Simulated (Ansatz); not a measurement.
Computed with Ansatz on PBE0-D4/def2-TZVP structures; ΔE is electronic, products minus reactants. CCSD(T)/CBS adds triple-zeta CCSD(T) − MP2 to the extrapolated MP2 energy (def2 sets, frozen cores). Functionals use def2-TZVPP. Each species was taken in one conformer, which may not be the lowest.

Reaction (formal exchange of groups at the Si–Si bond): `CC(F)[SiH2][SiH3]` + `N[SiH](F)S` → `N[Si](F)([SiH3])S` + `CC(F)[SiH3]`

`CC(F)[SiH2][SiH3]`:

```xyz
14

C    -1.690   -0.414    1.520
C    -0.670   -0.687    0.442
F    -1.341   -1.009   -0.748
Si    0.505    0.771    0.074
Si    1.791    0.320   -1.826
H    -1.187   -0.210    2.469
H    -2.307    0.451    1.267
H    -2.344   -1.279    1.658
H    -0.074   -1.569    0.707
H     1.383    0.962    1.264
H    -0.305    2.007   -0.113
H     2.487   -0.985   -1.662
H     0.935    0.261   -3.039
H     2.817    1.382   -2.013
```

`N[SiH](F)S`:

```xyz
8

N    -0.284   -0.515    1.262
Si    0.169   -0.231   -0.340
F     1.714    0.116   -0.577
S    -0.930    1.470   -0.972
H    -0.224   -1.429    1.679
H    -0.361    0.221    1.943
H    -0.071   -1.468   -1.111
H    -0.013    1.836   -1.884
```

`N[Si](F)([SiH3])S`:

Z-matrix (Å, degrees):
```
Si
F 1 1.606
Si 1 2.337 2 108.0
N 1 1.696 2 114.5 3 121.9
S 1 2.133 2 102.0 3 -120.9
H 3 1.490 1 110.8 2 77.5
H 3 1.485 1 110.3 2 -43.3
H 3 1.487 1 109.0 2 -163.2
H 4 1.007 1 121.7 2 -82.3
H 4 1.008 1 121.5 2 72.5
H 5 1.344 1 92.9 2 -174.7
```

`CC(F)[SiH3]`:

Cartesian coordinates in Å:
```
C -0.362 0.849 1.081
C 0.577 0.370 0.000
F 1.763 -0.083 0.596
Si -0.115 -1.046 -1.065
H -0.650 0.031 1.745
H 0.110 1.631 1.680
H -1.270 1.263 0.634
H 0.858 1.210 -0.647
H -1.329 -0.560 -1.775
H -0.481 -2.188 -0.188
H 0.899 -1.477 -2.060
```

```csv
level,ΔE (kJ/mol)
PBE-D4,7.7
ωB97X-V,9.5
```

**Question.** What does CCSD(T)/CBS give? (Estimate.)

**Answer.** Computed: +10.0 kJ/mol. The listed levels differ from it by -2.3, -0.5 kJ/mol.

Largest T1 diagnostic among the species: 0.012.
